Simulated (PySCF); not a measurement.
Precursor series Zn F-Br. Gas-phase values, no solvent.

Calculation: PBE-D3(BJ)/def2-TZVP // TPSS-D3(BJ)/def2-SVP (PySCF 2.14.0). All candidates: neutral, multiplicity 1. 

The LUMO comes out as -2.74 eV and the HOMO–LUMO gap is 4.57 eV. The dipole moment is 0.00 D.

Problem. Name which member has these values.
A) [Zn(Br)2]
B) [Zn(F)(Br)]
C) [Zn(F)2]

Solution. A, [Zn(Br)2]. The others give [Zn(F)2]: -2.98 eV, 5.60 eV, 0.00 D; [Zn(F)(Br)]: -2.85 eV, 4.73 eV, 0.93 D
